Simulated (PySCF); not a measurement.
Se(Cl)(GeH3) (ClGeH3Se), SMILES Cl[Se][GeH3]. Atoms are numbered in the order given.

```xyz
6

Se     0.8323     0.6399     0.0000
Cl    -1.0543     1.8277     0.0000
Ge    -0.2798    -1.4733     0.0000
H     -1.1418    -1.5856     1.2679
H      0.8608    -2.5107     0.0000
H     -1.1418    -1.5856    -1.2679
```
Charge 0, spin multiplicity 1.

The structure is a stationary point at B3LYP-D3(BJ)/def2-SVP. This is a generated structure with no PubChem entry under its InChIKey; it may be hypothetical.

Calculation: TDDFT-CAM-B3LYP/def2-SVPD (PySCF).

Vertical excitations. Gas-phase values at a fixed geometry. State labels are in the subgroup Cs.

```
state  symmetry  energy (eV)  λ (nm)      f                                                             main pairs
-----  --------  -----------  ------  -----  ---------------------------------------------------------------------
S1           A"         2.63     472  0.000                                                         HOMO→LUMO 99 %
S2           A'         4.22     294  0.003                                                       HOMO−1→LUMO 98 %
S3           A"         4.85     256  0.009                                                       HOMO→LUMO+1 92 %
S4           A"         5.53     224  0.000                                                       HOMO−2→LUMO 88 %
S5           A'         6.11     203  0.010                                     HOMO−3→LUMO 59 %, HOMO−4→LUMO 38 %
S6           A"         6.29     197  0.008                                                       HOMO→LUMO+2 94 %
S7           A'         6.75     184  0.113                                   HOMO−1→LUMO+1 72 %, HOMO→LUMO+5 16 %
S8           A"         7.09     175  0.002                                     HOMO→LUMO+3 61 %, HOMO→LUMO+6 27 %
S9           A'         7.22     172  0.024  HOMO−4→LUMO 44 %, HOMO−3→LUMO 25 %, HOMO→LUMO+5 17 %, HOMO→LUMO+7 8 %
S10          A"         7.32     169  0.000                                                       HOMO−5→LUMO 73 %
T1           A"         1.92     645      0                                                         HOMO→LUMO 97 %
T2           A'         3.57     347      0                                                       HOMO−1→LUMO 97 %
T3           A"         4.43     280      0                                                       HOMO→LUMO+1 90 %
T4           A"         4.89     253      0                                                       HOMO−2→LUMO 84 %
```
Triplets are in the Tamm–Dancoff approximation, which puts them higher than full response would, so one can lie above its singlet here.
